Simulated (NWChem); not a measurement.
System: CH7NOSi; SMILES NC[SiH2]O

Input file for NWChem:

```
start job
memory heap 200 mb stack 900 mb global 1100 mb
geometry units angstroms noautoz
  N      0.117003     2.206172     0.005195
  C     -0.705670     0.972734     0.028300
  Si     0.377184    -0.587704     0.012155
  O     -0.424956    -2.053801     0.091915
  H      0.729962     2.234389     0.819156
  H      0.726459     2.208935    -0.812089
  H     -1.393682     1.008788    -0.826218
  H     -1.341201     1.004688     0.921702
  H      1.252509    -0.558669     1.212334
  H      1.237937    -0.497032    -1.209366
  H     -0.948033    -2.302544    -0.682432
end
basis spherical
  * library def2-svp
end
dft
  xc becke88 lyp
  iterations 150
  mulliken
end
task dft energy
```

Parts of the log:

```
             Northwest Computational Chemistry Package (NWChem) 7.3.0
             --------------------------------------------------------

 C1  symmetry detected

                             Geometry "geometry" -> ""
                             -------------------------

 Output coordinates in angstroms (scale by  1.889725989 to convert to a.u.)

  No.       Tag          Charge          X              Y              Z
 ---- ---------------- ---------- -------------- -------------- --------------
    1 N                    7.0000     0.08393053     2.21615019     0.00609920
    2 C                    6.0000    -0.70319853     0.95958956     0.01941217
    3 Si                  14.0000     0.42387241    -0.56914070    -0.00283780
    4 O                    8.0000    -0.33623737    -2.05801691     0.06580176
    5 H                    1.0000     0.69356163     2.25694901     0.82202372
    6 H                    1.0000     0.69533327     2.24127071    -0.80934733
    7 H                    1.0000    -1.38957641     0.98113483    -0.83690707
    8 H                    1.0000    -1.34187030     0.96796577     0.91110497
    9 H                    1.0000     1.29466166    -0.52236235     1.20007716
   10 H                    1.0000     1.28508115    -0.44652286    -1.22124457
   11 H                    1.0000    -0.84982827    -2.31691868    -0.71155926

 Effective nuclear repulsion energy (a.u.)     173.5903858976

                                 NWChem DFT Module
                                 -----------------

 Summary of "ao basis" -> "ao basis" (spherical)
 ------------------------------------------------------------------------------
       Tag                 Description            Shells   Functions and Types
 ---------------- ------------------------------  ------  ---------------------
 N                          def2-svp                 6       14   3s2p1d
 C                          def2-svp                 6       14   3s2p1d
 Si                         def2-svp                 8       18   4s3p1d
 O                          def2-svp                 6       14   3s2p1d
 H                          def2-svp                 3        5   2s1p

            General Information
            -------------------
          SCF calculation type: DFT
          Wavefunction type:  closed shell.
          No. of atoms     :    11
          No. of electrons :    42
           Alpha electrons :    21
            Beta electrons :    21
          Charge           :     0
          Spin multiplicity:     1
          Use of symmetry is: off; symmetry adaption is: off
          Maximum number of iterations: 150
          AO basis - number of functions:    95
                     number of shells:    47
          Convergence on energy requested:  1.00D-06
          Convergence on density requested:  1.00D-05
          Convergence on gradient requested:  5.00D-04

              XC Information
              --------------
                    Becke 1988 Exchange Functional  1.000
              Lee-Yang-Parr Correlation Functional  1.000

             Grid Information
             ----------------
          Grid used for XC integration:  medium
          Radial quadrature: Mura-Knowles
          Angular quadrature: Lebedev.
          Tag              B.-S. Rad. Rad. Pts. Rad. Cut. Ang. Pts.
          ---              ---------- --------- --------- ---------
          N                   0.65       49          12.0       434
          C                   0.70       49          10.0       434
          Si                  1.10       88           9.0       590
          O                   0.60       49          11.0       434
          H                   0.35       45          12.0       434
          Grid pruning is: on
          Number of quadrature shells:   550
          Spatial weights used:  Erf1

      Superposition of Atomic Density Guess
      -------------------------------------

 Sum of atomic energies:        -458.79364338

      Non-variational initial energy
      ------------------------------

 Total energy =    -460.640686
 1-e energy   =    -975.655439
 2-e energy   =     341.424367
 HOMO         =      -0.278826
 LUMO         =       0.039751

     ---------------------------------------------
      Total Density - Mulliken Population Analysis
     ---------------------------------------------

    Atom       Charge   Shell Charges
 -----------   ------   -------------------------------------------------------
    1 N    7     7.55   1.99  1.04  0.47  2.45  1.58  0.01
    2 C    6     6.28   1.99  0.95  0.27  1.96  1.06  0.04
    3 Si  14    13.19   2.00  1.99  0.97  0.23  5.93  1.02  0.82  0.23
    4 O    8     8.78   1.99  1.10  0.64  3.09  1.95  0.00
    5 H    1     0.78   0.61  0.13  0.04
    6 H    1     0.78   0.61  0.13  0.04
    7 H    1     0.90   0.68  0.19  0.02
    8 H    1     0.90   0.68  0.19  0.02
    9 H    1     1.10   0.71  0.38  0.01
   10 H    1     1.10   0.71  0.38  0.01
   11 H    1     0.65   0.52  0.07  0.06

   convergence    iter        energy       DeltaE   RMS-Dens  Diis-err
 ---------------- ----- ----------------- --------- --------- ---------
 d= 0,ls=0.0,diis     1   -461.4361515405 -6.35D+02  1.95D-02  6.81D-01
 d= 0,ls=0.0,diis     2   -461.3261268204  1.10D-01  1.29D-02  1.83D+00
 d= 0,ls=0.0,diis     3   -461.5050522925 -1.79D-01  2.67D-03  8.88D-02
 d= 0,ls=0.0,diis     4   -461.5123429781 -7.29D-03  1.18D-03  1.20D-02
 d= 0,ls=0.0,diis     5   -461.5135285876 -1.19D-03  3.21D-04  1.91D-03
  Resetting Diis
 d= 0,ls=0.0,diis     6   -461.5137382885 -2.10D-04  6.66D-05  3.10D-05
 d= 0,ls=0.0,diis     7   -461.5137420349 -3.75D-06  4.02D-05  4.00D-06
 d= 0,ls=0.0,diis     8   -461.5137412572  7.78D-07  2.46D-05  9.97D-06
 d= 0,ls=0.0,diis     9   -461.5137425597 -1.30D-06  3.51D-06  1.30D-07
 d= 0,ls=0.0,diis    10   -461.5137425749 -1.52D-08  9.44D-07  1.39D-08

         Total DFT energy =     -461.513742574882
      One electron energy =     -979.735198807496
           Coulomb energy =      389.048481076873
    Exchange-Corr. energy =      -44.417410741851
 Nuclear repulsion energy =      173.590385897592

 Numeric. integr. density =       41.999982883241

                       DFT Final Molecular Orbital Analysis
                       ------------------------------------

 Vector   19  Occ=2.000000D+00  E=-2.766191D-01
              MO Center=  3.5D-01, -8.3D-01,  2.1D-01, r^2= 3.5D+00
   Bfn.  Coefficient  Atom+Function         Bfn.  Coefficient  Atom+Function
  ----- ------------  ---------------      ----- ------------  ---------------
    81      0.285437   9 H  s                51      0.274511   4 O  py
    82      0.233473   9 H  s                54      0.205442   4 O  py
    50     -0.191891   4 O  px               86     -0.189547  10 H  s
    38      0.186657   3 Si pz               52     -0.162987   4 O  pz
    49     -0.153415   4 O  s                53     -0.124563   4 O  px

 Vector   20  Occ=2.000000D+00  E=-2.542899D-01
              MO Center=  2.0D-02, -1.2D+00, -1.8D-01, r^2= 3.0D+00
   Bfn.  Coefficient  Atom+Function         Bfn.  Coefficient  Atom+Function
  ----- ------------  ---------------      ----- ------------  ---------------
    50      0.409696   4 O  px               53      0.302241   4 O  px
    52     -0.296376   4 O  pz               86     -0.250156  10 H  s
    87     -0.227176  10 H  s                55     -0.209553   4 O  pz
    17      0.159869   2 C  s                 4     -0.112140   1 N  px
    51     -0.104322   4 O  py               38      0.099253   3 Si pz

 Vector   21  Occ=2.000000D+00  E=-1.765420D-01
              MO Center= -9.6D-02,  1.6D+00,  2.1D-03, r^2= 2.6D+00
   Bfn.  Coefficient  Atom+Function         Bfn.  Coefficient  Atom+Function
  ----- ------------  ---------------      ----- ------------  ---------------
     5      0.387390   1 N  py                8     -0.354677   1 N  py
     4     -0.299754   1 N  px               17     -0.250806   2 C  s
    31     -0.221286   3 Si s                 7      0.216654   1 N  px
    19      0.197655   2 C  py                2     -0.163450   1 N  s
     3     -0.161589   1 N  s                51      0.140834   4 O  py

 Vector   22  Occ=0.000000D+00  E=-3.017354D-03
              MO Center= -3.7D-02, -6.9D-01, -3.3D-01, r^2= 5.5D+00
   Bfn.  Coefficient  Atom+Function         Bfn.  Coefficient  Atom+Function
  ----- ------------  ---------------      ----- ------------  ---------------
    49      0.725577   4 O  s                92     -0.601705  11 H  s
     3     -0.553625   1 N  s                40      0.556272   3 Si py
    62      0.321111   5 H  s                67      0.310423   6 H  s
    39      0.286059   3 Si px               55     -0.190640   4 O  pz
    32     -0.186186   3 Si s                37      0.173913   3 Si py

 Vector   23  Occ=0.000000D+00  E= 2.732605D-02
              MO Center= -8.2D-02,  5.9D-01, -2.0D-01, r^2= 6.7D+00
   Bfn.  Coefficient  Atom+Function         Bfn.  Coefficient  Atom+Function
  ----- ------------  ---------------      ----- ------------  ---------------
    17      1.352903   2 C  s                 3      0.791577   1 N  s
    72     -0.710608   7 H  s                39      0.623417   3 Si px
    77     -0.589776   8 H  s                67     -0.574162   6 H  s
    62     -0.556948   5 H  s                92     -0.426747  11 H  s
    40     -0.324668   3 Si py               21     -0.308037   2 C  px

[...]
```

Level: BLYP/def2-SVP. Structure relaxed at the B3LYP/6-31G* (spherical d) level.
